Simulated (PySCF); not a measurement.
# Peak assignment

Bonds (- single, = double, # triple, : aromatic): C1-O2, O2-C3, C3-O4, O4-C5, C5=O6, C5-C7, C7=C8, C8-F9. C1 carries H10, H11, H12; C3 carries H13, H14; C7 carries H15; C8 carries H16. Stereochemistry as in COCOC(=O)/C=C/F.

PySCF 2.14 calculation with structure optimised with GFN2-xTB and PBE0/pcSseg-1 with gauge-including orbitals; single conformer, no relativistic terms, fast rotation and ring inversion assumed for equivalent nuclei, isolated molecule.

Referencing at the same level of theory: $^{13}$C (σ = 186.93 ppm), $^{1}$H (σ = 31.72 ppm) vs TMS.

Problem. Assign these signals to the numbered atoms. $^{13}$C{$^{1}$H} NMR (computed): δ 176.7, 170.6, 111.5, 97.9, 59.6.

Solution. 
| δ (ppm) | atoms | environment | reason |
| --- | --- | --- | --- |
| 176.7 | C8 | β carbon of a C=C–C=O unit | conjugation with the carbonyl draws π density from the β position |
| 170.6 | C5 | ester carbonyl carbon | lone-pair donation from the attached heteroatom keeps it upfield of a ketone carbonyl |
| 111.5 | C7 | α carbon of a C=C–C=O unit | an sp2 carbon of a C=C bond |
| 97.9 | C3 | sp3 carbon bearing two oxygens | 2 electronegative neighbours deshield it |
| 59.6 | C1 | methyl carbon bonded to O | pulled downfield by the heteroatom |

Problem. Assign these signals to the numbered atoms. $^{1}$H NMR (600 MHz, computed): δ 7.94 (m, 1H), 5.86 (m, 1H), 5.56 (s, 2H), 3.69 (s, 3H).

Solution. 
| δ (ppm) | atoms | environment | reason |
| --- | --- | --- | --- |
| 7.94 | H16 | hydrogen on a β carbon of a C=C–C=O unit | attached to an sp2 carbon and in the plane of the double bond |
| 5.86 | H15 | hydrogen on an α carbon of a C=C–C=O unit | a vinylic proton, deshielded by the sp2 carbon and the C=C anisotropy |
| 5.56 | H13/H14 | hydrogen on an sp3 carbon bearing two oxygens | its carbon carries O, hence the downfield position |
| 3.69 | H10/H11/H12 | hydrogen on a methyl carbon bonded to O | its carbon carries O, which withdraws density |

Splittings by $^{19}$F in the carbon and heteronuclear signals aren't shown, as no couplings were computed. Shifts are as computed. Against solution values, carbons near 30 ppm lie about +3 ppm off and those near 130 ppm about +5 ppm. Of 1211 compounds with measured shifts, 218 miss one by over three times the rms of a fit or turn the order of signals round; such compounds aren't used in these exercises. Multiplicities follow the n + 1 count of equivalent neighbours, as no J values were calculated; m marks all less simple cases, F and P coupling included.
